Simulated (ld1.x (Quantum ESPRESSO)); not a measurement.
# What one change does to a pseudopotential (W (Z = 74), TM)

ld1.x (Quantum ESPRESSO) 7.5 input, shortened:

```
&input
   title='W', zed=74., rel=1, dft='PBESOL', iswitch=3,
   config='[Xe] 4f14 5d4 5f-2 6s2 6p0'
 /
 &inputp
   pseudotype=2, tm=.true., lloc=1,
   nlcc=.true., rcore=1.00
 /
4
6S  1  0   2.00   0.00  2.50  2.50  0.0
5D  3  2   4.00   0.00  1.50  1.50  0.0
5F  4  3  -2.00   0.25  1.90  1.90  0.0
5P  2  1   6.00   0.00  1.45  1.45  0.0
 &test
   configts(1)='5p6 5d4 6s2 6p0'
 /
```

Change: all radii but the core radius scaled by about 1.37 (s 3.42, p 1.98, d 2.06, f 2.60 bohr).

Cutoffs: the cutoffs (Ry, on a coarse ladder) from which the occupation-weighted sum of valence levels, in a spherical-Bessel basis at the reference potential, stays within 10 and 1 mRy of its value at 400 Ry; they do not see the model core or the augmentation charge, which bear on the density cutoff. Errors are all-electron minus pseudo energies relative to the spin-unpolarised reference configuration.

Task: Predict the effect on cutoff, ghosts and configuration errors.

Result: The potential gets softer (80 Ry and 110 Ry → 35 Ry and 45 Ry); both files keep a bound ghost (s); the number of tests that count goes from 6 to 7; of the 6 tests that both files solve, the error grows in 5 and shrinks in 1 by more than 15 % and 0.3 meV (median size 16.5 → 164.9 meV). A larger radius leaves more room for a smooth pseudo-wave, so fewer plane waves are needed.

| quantity | base | changed |
| --- | --- | --- |
| cutoff, loose | 80 Ry | 35 Ry |
| cutoff, tight | 110 Ry | 45 Ry |
| loose cutoff by channel (10 mRy a level) | s 10 Ry, d 25 Ry, p 45 Ry | s 8 Ry, d 25 Ry, p 21 Ry |
| bound ghosts | s | s |
| tests counted (converged, no solver errors) | 6 of 7 | 7 of 7 |
| error for 5p6 5d4 6s1 6p0, meV [ΔE 8.92 eV] | -12 | -9.2 |
| error for 5p6 5d4 6s0 6p0, meV [ΔE 24.62 eV] | -41 | -51 |
| error for 5p6 5d3 6s0 6p0, meV [ΔE 50.02 eV] | -7.5 | -109 |
| error for 5p6 5d4 6s0 6p1, meV [ΔE 14.44 eV] | +20 | +220 |
| error for 5p6 5d2 6s0 6p0, meV [ΔE 87.25 eV] | -13 | -226 |
| error for 5p6 5d4 6s0 6p2, meV [ΔE 9.34 eV] | +45 | +329 |

Base: Tests not counted: 5p6 5d3 6s2 6p0 (solver errors, printed error -14.3 eV). These tests converged, but a pseudo level misses the all-electron one widely, so the file describes the atom poorly there or has found another state: 5p6 5d3 6s0 6p0: empty 6s by 3.5 eV (a node warning on the way). A true bound ghost makes a file unfit for plane-wave use even where its test errors are small: the radial tests pick states by their node count and pass the ghost by. Where a test does run into it, the solver fails or the error is huge.
